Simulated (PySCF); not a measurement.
Radial density of S (sulfur, neutral)

UHF, [Ne] 3s1 3p5, 3s spin antiparallel (an excited configuration). All numbers are calculated (PySCF 2.14, scalar relativity by spin-free X2C-1e, in aug-cc-pCVTZ-DK with one added diffuse shell each of s, p, d, f type (9s8p6d4f, 91 functions)).

| r (bohr) | 4πr²ρ (e/bohr) | 4πr²(ρα − ρβ) |
| --- | --- | --- |
| 0.00210 | 0.1630 | -0.0006 |
| 0.00352 | 0.4216 | -0.0015 |
| 0.00593 | 1.066 | -0.0038 |
| 0.00997 | 2.573 | -0.0091 |
| 0.0168 | 5.724 | -0.0200 |
| 0.0282 | 11.07 | -0.0369 |
| 0.0474 | 16.91 | -0.0479 |
| 0.0798 | 17.76 | -0.0214 |
| 0.134 | 12.85 | 0.0308 |
| 0.226 | 14.19 | -0.0337 |
| 0.380 | 17.32 | -0.1029 |
| 0.639 | 7.462 | 0.0008 |
| 1.07 | 2.776 | -0.3527 |
| 1.81 | 3.126 | -0.1422 |
| 3.04 | 0.9468 | 0.1757 |
| 5.11 | 0.06374 | 0.0294 |
| 8.60 | 0.0002915 | 0.0003 |

Densities and radii are taken from the X2C orbitals without a picture-change correction, which distorts them close to the nucleus.

With the s spin flipped the determinant is a mixture of two multiplicities, not a spectroscopic state.
